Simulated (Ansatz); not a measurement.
Start from `C#CB(O)F` and change one atom or group to get `COB(O)F`.

Ansatz, PBE0-D4/def2-TZVP geometries, multiplicity 1. Each molecule was computed in one conformer, which needn't be the lowest.

```csv
property,`C#CB(O)F`
HOMO–LUMO gap (PBE/def2-TZVPP) / eV,5.42
HOMO–LUMO gap (PBE0/def2-TZVPP) / eV,7.67
size of the dipole moment (B3LYP/def2-TZVPP) / D,2.92
HOMO energy (B3LYP/def2-TZVPP) / eV,-8.43
HOMO–LUMO gap (ωB97M-V/def2-TZVPP) / eV,12.10
LUMO energy (B3LYP/def2-TZVPP) / eV,-1.25
```

(1) Give the same properties after the change, and the shifts. (Estimate.)

Answers

(1) Computed: 
```
                                        property  `COB(O)F`  shift
             HOMO–LUMO gap (PBE/def2-TZVPP) / eV       7.04   1.62
            HOMO–LUMO gap (PBE0/def2-TZVPP) / eV       9.48   1.81
size of the dipole moment (B3LYP/def2-TZVPP) / D       1.75  -1.17
             HOMO energy (B3LYP/def2-TZVPP) / eV      -8.57  -0.14
         HOMO–LUMO gap (ωB97M-V/def2-TZVPP) / eV      13.21   1.11
             LUMO energy (B3LYP/def2-TZVPP) / eV       0.28   1.53
```

With PBE0 the HOMO falls by 0.12 eV and the LUMO rises by 1.69 eV, so the gap widens by about 1.81 eV. PBE moves the HOMO by 0.19 eV and ωB97M-V by -0.24 eV. Dipoles are sizes alone; their direction can turn.

B3LYP here is the variant with VWN-RPA as its local correlation; programs differ in this.
